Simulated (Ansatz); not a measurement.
Harmonic frequencies (cm⁻¹) at PBE0-D4/def2-TZVP from Ansatz: 168, 168, 185, 186, 198, 350, 515, 545, 612, 676, 680, 712, 1541, 3562, 3668.

Each molecule was computed in one conformer, which needn't be the lowest.

**Question.** Which molecule is it?
A. `[NH2][Ta]([F])([F])=[S]`
B. `[O]=[Ta]([OH])([OH])[F]`
C. `[OH][Ta]([OH])([F])=[S]`
D. `[O]=[Ta]([OH])([OH])[Cl]`

**Answer.** A.
